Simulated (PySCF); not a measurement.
Mo(S)2(OH)(SH) (H2MoOS3), SMILES [SH][Mo](=[S])(=[S])[OH], multiplicity 1.

Geometry: B3LYP-D3(BJ)/def2-SVP. The multiplicity is an assumed one; other spin states were not compared. The def2 effective core potentials stand for the cores of Mo; spin–orbit coupling is left out. Other conformers were not sampled.

Two levels are set side by side: TDDFT-PBE/def2-SVPD (PySCF) and TDDFT-ωB97X/def2-SVPD (PySCF). Vertical, same geometry. The lowest singlet is HOMO→LUMO 98 % with PBE and HOMO→LUMO 94 % with the other functional; states are paired by order. Differences are taken from unrounded values.

| quantity | TDDFT-PBE |
|---|---|
| lowest singlet excitation (eV) | 2.37 |
| lowest triplet excitation (TDA) (eV) | 2.09 |

Task: These are the TDDFT-PBE values. What does TDDFT-ωB97X give? (The exact figures need the calculation; the answer reports its results.)

Result: 
| quantity | TDDFT-ωB97X | TDDFT-PBE minus TDDFT-ωB97X |
|---|---|---|
| lowest singlet excitation (eV) | 2.35 | 0.03 |
| lowest triplet excitation (TDA) (eV) | 2.11 | -0.02 |

On these quantities the two levels nearly agree.

Rough cost on one machine, each run with all the roots and properties that it gave: TDDFT-ωB97X against TDDFT-PBE about 10 times.
